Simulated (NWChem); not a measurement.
System: BH₃SeO₂; SMILES OB(O)[SeH]

NWChem printed, in part:

```
             Northwest Computational Chemistry Package (NWChem) 7.3.0
             --------------------------------------------------------

 CS  symmetry detected

                             Geometry "geometry" -> ""
                             -------------------------

 Output coordinates in angstroms (scale by  1.889725989 to convert to a.u.)

  No.       Tag          Charge          X              Y              Z
 ---- ---------------- ---------- -------------- -------------- --------------
    1 B                    5.0000     0.00260729    -0.97237474     0.00000000
    2 O                    8.0000     1.15453362    -1.69673639     0.00000000
    3 H                    1.0000     1.96338000    -1.17829166     0.00000000
    4 O                    8.0000    -1.19062018    -1.61077036     0.00000000
    5 H                    1.0000    -1.07531993    -2.56878860     0.00000000
    6 Se                  34.0000     0.02432117     0.99895829     0.00000000
    7 H                    1.0000    -1.43932372     1.10442624     0.00000000

 Effective nuclear repulsion energy (a.u.)     232.5002147843

      Symmetry information
      --------------------

 Group name             Cs
 Group number              2
 Group order               2
 No. of unique centers     7

  pbe96 is a nonlocal functional; adding pw91lda local functional.

                                 NWChem DFT Module
                                 -----------------

 Summary of "ao basis" -> "ao basis" (spherical)
 ------------------------------------------------------------------------------
       Tag                 Description            Shells   Functions and Types
 ---------------- ------------------------------  ------  ---------------------
 B                          def2-svp                 6       14   3s2p1d
 O                          def2-svp                 6       14   3s2p1d
 H                          def2-svp                 3        5   2s1p
 Se                         def2-svp                12       32   5s4p3d

      Symmetry analysis of basis
      --------------------------

        a'         64
        a"         25

            General Information
            -------------------
          SCF calculation type: DFT
          Wavefunction type:  closed shell.
          No. of atoms     :     7
          No. of electrons :    58
           Alpha electrons :    29
            Beta electrons :    29
          Charge           :     0
          Spin multiplicity:     1
          Use of symmetry is: on ; symmetry adaption is: on
          Maximum number of iterations: 150
          AO basis - number of functions:    89
                     number of shells:    39
          Convergence on energy requested:  1.00D-06
          Convergence on density requested:  1.00D-05
          Convergence on gradient requested:  5.00D-04

              XC Information
              --------------
          PerdewBurkeErnzerhof Exchange Functional  1.000
            Perdew 1991 LDA Correlation Functional  1.000 local
           PerdewBurkeErnz. Correlation Functional  1.000 non-local

             Grid Information
             ----------------
          Grid used for XC integration:  medium
          Radial quadrature: Mura-Knowles
          Angular quadrature: Lebedev.
          Tag              B.-S. Rad. Rad. Pts. Rad. Cut. Ang. Pts.
          ---              ---------- --------- --------- ---------
          B                   0.85       49           8.0       434
          O                   0.60       49          10.0       434
          H                   0.35       45          11.0       434
          Se                  1.15      112          10.0       590
          Grid pruning is: on
          Number of quadrature shells:   394
          Spatial weights used:  Erf1

      Superposition of Atomic Density Guess
      -------------------------------------

 Sum of atomic energies:       -2574.89592467

      Non-variational initial energy
      ------------------------------

 Total energy =   -2576.365599
 1-e energy   =   -4045.580682
 2-e energy   =    1236.714869
 HOMO         =      -0.302484
 LUMO         =       0.063325

      Symmetry analysis of molecular orbitals - initial
      -------------------------------------------------

  Numbering of irreducible representations:

     1 a'          2 a"

  Orbital symmetries:

     1 a'          2 a'          3 a'          4 a'          5 a"
     6 a'          7 a'          8 a'          9 a'         10 a'
    11 a'         12 a"         13 a'         14 a'         15 a"
    16 a'         17 a"         18 a'         19 a'         20 a'
    21 a'         22 a'         23 a'         24 a"         25 a'
    26 a"         27 a'         28 a'         29 a"         30 a'
    31 a'         32 a"         33 a'         34 a'         35 a'
    36 a'         37 a'         38 a"         39 a'

   convergence    iter        energy       DeltaE   RMS-Dens  Diis-err
 ---------------- ----- ----------------- --------- --------- ---------
 d= 0,ls=0.0,diis     1  -2577.6949638450 -2.81D+03  1.75D-02  9.44D-01
 d= 0,ls=0.0,diis     2  -2577.5828058809  1.12D-01  1.05D-02  2.25D+00
 d= 0,ls=0.0,diis     3  -2577.7942544096 -2.11D-01  1.85D-03  6.50D-02
 d= 0,ls=0.0,diis     4  -2577.7994370264 -5.18D-03  9.81D-04  8.07D-03
 d= 0,ls=0.0,diis     5  -2577.8000929459 -6.56D-04  3.33D-04  8.39D-04
  Resetting Diis
 d= 0,ls=0.0,diis     6  -2577.8002071197 -1.14D-04  6.15D-05  3.70D-05
 d= 0,ls=0.0,diis     7  -2577.8002121803 -5.06D-06  3.08D-05  2.62D-06
 d= 0,ls=0.0,diis     8  -2577.8002113754  8.05D-07  2.04D-05  1.09D-05
 d= 0,ls=0.0,diis     9  -2577.8002124505 -1.08D-06  3.40D-06  9.18D-08
 d= 0,ls=0.0,diis    10  -2577.8002124635 -1.30D-08  6.61D-07  5.46D-09

         Total DFT energy =    -2577.800212463489
      One electron energy =    -4048.893570599131
           Coulomb energy =     1347.611281621051
    Exchange-Corr. energy =     -109.018138269748
 Nuclear repulsion energy =      232.500214784339

 Numeric. integr. density =       57.999994828427

                  Occupations of the irreducible representations
                  ----------------------------------------------

                     irrep           alpha         beta
                     --------     --------     --------
                     a'               22.0         22.0
                     a"                7.0          7.0

                       DFT Final Molecular Orbital Analysis
                       ------------------------------------

 Vector   27  Occ=2.000000D+00  E=-2.799671D-01  Symmetry=a"
              MO Center= -8.4D-02, -1.6D+00,  6.9D-15, r^2= 1.9D+00
   Bfn.  Coefficient  Atom+Function         Bfn.  Coefficient  Atom+Function
  ----- ------------  ---------------      ----- ------------  ---------------
    39     -0.472595  4 O  pz                20      0.445972  2 O  pz
    42     -0.345182  4 O  pz                23      0.330489  2 O  pz
    13     -0.046083  1 B  d  1

 Vector   28  Occ=2.000000D+00  E=-2.744211D-01  Symmetry=a'
              MO Center=  1.2D-01,  3.6D-01, -7.9D-15, r^2= 3.1D+00
   Bfn.  Coefficient  Atom+Function         Bfn.  Coefficient  Atom+Function
  ----- ------------  ---------------      ----- ------------  ---------------
    68      0.401598  6 Se py                65      0.387082  6 Se py
     5      0.265691  1 B  py                62     -0.248614  6 Se py
    19      0.229709  2 O  py                56      0.188989  6 Se s
    67      0.168495  6 Se px                36      0.154785  4 O  s
    64      0.150468  6 Se px                22      0.141203  2 O  py

 Vector   29  Occ=2.000000D+00  E=-2.074517D-01  Symmetry=a"
              MO Center= -9.3D-03,  7.6D-01,  8.5D-16, r^2= 2.2D+00
   Bfn.  Coefficient  Atom+Function         Bfn.  Coefficient  Atom+Function
  ----- ------------  ---------------      ----- ------------  ---------------
    69      0.593210  6 Se pz                66      0.486919  6 Se pz
    63     -0.312369  6 Se pz                39     -0.135539  4 O  pz
    20     -0.120924  2 O  pz                42     -0.105114  4 O  pz
    60      0.101539  6 Se pz                23     -0.094806  2 O  pz
     6     -0.072849  1 B  pz                11      0.030414  1 B  d -1

 Vector   30  Occ=0.000000D+00  E=-1.654574D-02  Symmetry=a'
              MO Center= -1.8D-02,  5.3D-01, -3.1D-16, r^2= 4.7D+00
   Bfn.  Coefficient  Atom+Function         Bfn.  Coefficient  Atom+Function
  ----- ------------  ---------------      ----- ------------  ---------------
    86      1.008395  7 H  s                 67      0.768387  6 Se px
    30      0.551021  3 H  s                 57     -0.428636  6 Se s
    17     -0.354162  2 O  s                 85      0.317521  7 H  s
    56     -0.264956  6 Se s                 64      0.234008  6 Se px
    68     -0.200145  6 Se py                 2     -0.157563  1 B  s

 Vector   31  Occ=0.000000D+00  E= 1.962026D-02  Symmetry=a"
              MO Center= -2.0D-03, -7.9D-01,  1.3D-13, r^2= 2.6D+00
   Bfn.  Coefficient  Atom+Function         Bfn.  Coefficient  Atom+Function
  ----- ------------  ---------------      ----- ------------  ---------------
     6      0.626006  1 B  pz                 9     -0.589782  1 B  pz
    69      0.331287  6 Se pz                42      0.291754  4 O  pz
    23      0.285129  2 O  pz                39      0.280426  4 O  pz
    20      0.275797  2 O  pz                66      0.168595  6 Se pz
    81      0.122570  6 Se d -1              63     -0.105517  6 Se pz

 Vector   32  Occ=0.000000D+00  E= 2.543182D-02  Symmetry=a'
              MO Center= -3.5D-01, -1.7D+00, -5.7D-14, r^2= 5.3D+00
   Bfn.  Coefficient  Atom+Function         Bfn.  Coefficient  Atom+Function
  ----- ------------  ---------------      ----- ------------  ---------------
    49      0.919890  5 H  s                  3      0.738612  1 B  s
    36     -0.701905  4 O  s                 68      0.509033  6 Se py
    17     -0.422494  2 O  s                 30      0.378367  3 H  s
    41      0.231920  4 O  py                57     -0.197472  6 Se s
     8      0.191826  1 B  py                56     -0.192099  6 Se s

     Multipole analysis of the density
     ---------------------------------

     L   x y z        total         alpha         beta         nuclear
     -   - - -        -----         -----         ----         -------
     0   0 0 0     -0.000000    -29.000000    -29.000000     58.000000

     1   1 0 0      0.313600      0.156800      0.156800     -0.000000
     1   0 1 0     -0.467447     -0.233724     -0.233724      0.000000
     1   0 0 1     -0.000000     -0.000000     -0.000000      0.000000

     2   2 0 0    -23.356562    -63.650063    -63.650063    103.943564
     2   1 1 0     -0.142389      1.100825      1.100825     -2.344038
     2   1 0 1      0.000000      0.000000      0.000000      0.000000
     2   0 2 0    -24.459284   -175.876398   -175.876398    327.293512
     2   0 1 1      0.000000      0.000000      0.000000      0.000000
     2   0 0 2    -27.827878    -13.913939    -13.913939      0.000000

                                 NWChem DFT Module
                                 -----------------

      Symmetry analysis of basis
      --------------------------

        a'         64
        a"         25

            General Information
            -------------------
          SCF calculation type: DFT
          Wavefunction type:  spin polarized.
          No. of atoms     :     7
          No. of electrons :    57
           Alpha electrons :    29
            Beta electrons :    28
          Charge           :     1
          Spin multiplicity:     2
          Use of symmetry is: on ; symmetry adaption is: on
          Maximum number of iterations: 150
          AO basis - number of functions:    89
                     number of shells:    39
          Convergence on energy requested:  1.00D-06
          Convergence on density requested:  1.00D-05
          Convergence on gradient requested:  5.00D-04

              XC Information
              --------------
          PerdewBurkeErnzerhof Exchange Functional  1.000
            Perdew 1991 LDA Correlation Functional  1.000 local
           PerdewBurkeErnz. Correlation Functional  1.000 non-local

             Grid Information
             ----------------
          Grid used for XC integration:  medium
          Radial quadrature: Mura-Knowles
          Angular quadrature: Lebedev.
          Tag              B.-S. Rad. Rad. Pts. Rad. Cut. Ang. Pts.
          ---              ---------- --------- --------- ---------
          B                   0.85       49           8.0       434
          O                   0.60       49          10.0       434
          H                   0.35       45          11.0       434
          Se                  1.15      112          10.0       590
          Grid pruning is: on
          Number of quadrature shells:   394
          Spatial weights used:  Erf1

      Superposition of Atomic Density Guess
      -------------------------------------

 Sum of atomic energies:       -2574.89592467

 Renormalizing density from      58.00 to     57

      Non-variational initial energy
      ------------------------------

 Total energy =   -2548.891916
 1-e energy   =   -3975.829291
 2-e energy   =    1194.437161
 HOMO         =      -0.674564
 LUMO         =      -0.225822

   Symmetry analysis of molecular orbitals - initial alpha
   -------------------------------------------------------

  Numbering of irreducible representations:

     1 a'          2 a"

  Orbital symmetries:

     1 a'          2 a'          3 a'          4 a'          5 a"
     6 a'          7 a'          8 a'          9 a'         10 a'
    11 a'         12 a"         13 a'         14 a'         15 a"
    16 a"         17 a'         18 a'         19 a'         20 a'
    21 a'         22 a'         23 a'         24 a"         25 a'
    26 a'         27 a"         28 a'         29 a"         30 a'
    31 a'         32 a"         33 a'         34 a'         35 a'
    36 a'         37 a'         38 a"         39 a'

   Symmetry analysis of molecular orbitals - initial beta
   ------------------------------------------------------

  Numbering of irreducible representations:

     1 a'          2 a"

  Orbital symmetries:

     1 a'          2 a'          3 a'          4 a'          5 a"
     6 a'          7 a'          8 a'          9 a'         10 a'
    11 a'         12 a"         13 a'         14 a'         15 a"
    16 a"         17 a'         18 a'         19 a'         20 a'
    21 a'         22 a'         23 a'         24 a"         25 a'
    26 a'         27 a"         28 a'         29 a"         30 a'
    31 a'         32 a"         33 a'         34 a'         35 a'
    36 a'         37 a'         38 a"         39 a'

[...]
```

Level: PBE/def2-SVP, vertical spin-unrestricted ions. Coordinates come from a PBE0/def2-SVP optimisation.

Which NWChem input produces such a log?

This is not unique; one that fits is the input that was run:
```
start job
memory heap 200 mb stack 900 mb global 1100 mb
geometry units angstroms noautoz
  B     -0.025782    -0.971921     0.000000
  O      1.086349    -1.756012     0.000000
  H      1.921406    -1.280936     0.000000
  O     -1.251010    -1.546514     0.000000
  H     -1.186383    -2.509279     0.000000
  Se     0.099843     0.995525     0.000000
  H     -1.356205     1.178019     0.000000
end
basis spherical
  B library def2-svp
  O library def2-svp
  H library def2-svp
  Se library def2-svp
end
dft
  xc xpbe96 cpbe96
  iterations 150
  vectors input atomic output neutral.movecs
end
task dft energy
charge 1
dft
  odft
  mult 2
  vectors input atomic output cation.movecs
end
task dft energy
```
